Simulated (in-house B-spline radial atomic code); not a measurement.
Radial electron density of Hf³⁺, [Xe] 4f13 5d1 6s1. Method: Dirac-Hartree-Fock, average of configuration, Fermi nucleus of rms radius 5.347 fm. Calculated with an all-electron radial atomic-structure program (B-spline basis).

Columns: r (bohr), 4πr²n(r) (electrons per bohr), bar.

```
0.000676    3.719 #
0.000845    5.315 ##
 0.00106    7.588 ###
 0.00132    10.62 ####
 0.00165    14.82 #####
 0.00206    20.39 #######
 0.00257    27.61 #########
 0.00321    36.76 ############
 0.00401    47.85 ################
 0.00501    60.55 ####################
 0.00626    73.99 #########################
 0.00782    86.61 #############################
 0.00977    96.35 ################################
  0.0122    101.1 ##################################
  0.0152      100 ##################################
   0.019    94.65 ################################
  0.0238     89.8 ##############################
  0.0297    92.02 ###############################
  0.0371    104.4 ###################################
  0.0464    121.8 #########################################
  0.0579    130.8 ############################################
  0.0723    122.6 #########################################
  0.0904    105.7 ####################################
   0.113    101.5 ##################################
   0.141    114.2 ######################################
   0.176    117.3 #######################################
    0.22    91.58 ###############################
   0.275    62.73 #####################
   0.343     61.4 #####################
   0.429    70.65 ########################
   0.536    60.84 ####################
   0.669    38.54 #############
   0.836    22.74 ########
    1.04     15.6 #####
     1.3    10.29 ###
    1.63    5.326 ##
    2.04    2.287 #
    2.54    1.049 
    3.18   0.4868 
    3.97   0.1663 
    4.96  0.03155 
    6.19 0.002822 
    7.73 9.712e-05 
    9.66 1.016e-06
```

On this grid the curve has 4 maxima, near 0.0122, 0.0579, 0.176, 0.429 bohr.

The 5d3/2 radial function P(r) = rR(r), positive near the nucleus, with its small component Q(r) (sign convention: Q ≈ (P' + κP/r)/2c):

```
r (bohr)          P           Q
 0.00626  0.0008166    0.001657
 0.00977   0.002493     0.00354
  0.0152   0.007449    0.007123
  0.0238    0.02158     0.01327
  0.0371    0.05646     0.02142
  0.0579     0.1265     0.02774
  0.0904     0.2168     0.02397
   0.141     0.2214    0.005752
    0.22   -0.01029    -0.01325
   0.343    -0.3349    -0.01179
   0.536    -0.2329    0.003163
   0.836      0.355    0.009362
     1.3     0.8019    0.005658
    2.04     0.6879    0.001037
    3.18     0.2763  -0.0003363
    4.96     0.0392  -0.0001136
    7.73   0.001107  -4.442e-06
```
